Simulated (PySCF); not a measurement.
Compound: C7H10O.
SMILES: `C[C@]12C[C@H](C1)[C@@H]2C=O`

Vertical excitations from PySCF (density fitting, frozen core in the response, grid level 2 and gas phase unless stated; continuum runs use non-equilibrium linear response for the excitations) on a GFN2-xTB geometry. Reference run:

```tsv
settings	S1, eV (f)	S2, eV (f)	S3, eV (f)	S4, eV (f)	S5, eV (f)	S6, eV (f)	T1, eV (Tamm–Dancoff)	mean α (au)
PBE0/def2-SVPD, full TDDFT, 6 singlets	4.05 (0.000)	6.61 (0.007)	6.93 (0.006)	7.00 (0.018)	7.14 (0.015)	7.28 (0.034)	3.41	79.3
```

**Question.** What do these settings give: X3LYP/pcSseg-1, full TDDFT, 1 singlet?

**Answer.** 
| settings | S1, eV (f) | S2, eV (f) | S3, eV (f) | S4, eV (f) | S5, eV (f) | S6, eV (f) | T1, eV (Tamm–Dancoff) | mean α (au) |
| --- | --- | --- | --- | --- | --- | --- | --- | --- |
| X3LYP/pcSseg-1, full TDDFT, 1 singlet | 4.09 (0.000) | – | – | – | – | – | – | 73.5 |

S1 moves by +0.04 eV; functional and basis change together, so the shift can't be laid on one. States are counted by energy in each run and needn't keep their character from row to row.

**Question.** Give the leading configurations of S1 (H = HOMO, L = LUMO) and the HOMO–LUMO gap of each run.

**Answer.** 
```
                              settings  S1 configurations (weight)  S1 (eV)  orbital gap (eV)  S1 − gap (eV)
PBE0/def2-SVPD, full TDDFT, 6 singlets                    H→L 0.98     4.05              6.35          -2.30
 X3LYP/pcSseg-1, full TDDFT, 1 singlet                    H→L 0.98     4.09              6.14          -2.05
```

Shape of the structure used: `[CH3:1][C@:2]12[CH2:3][C@H:4]([CH2:5]1)[C@@H:6]2[CH:7]=[O:8]`: C4–C6–C7–O8 66°.

One conformer stands for the species.
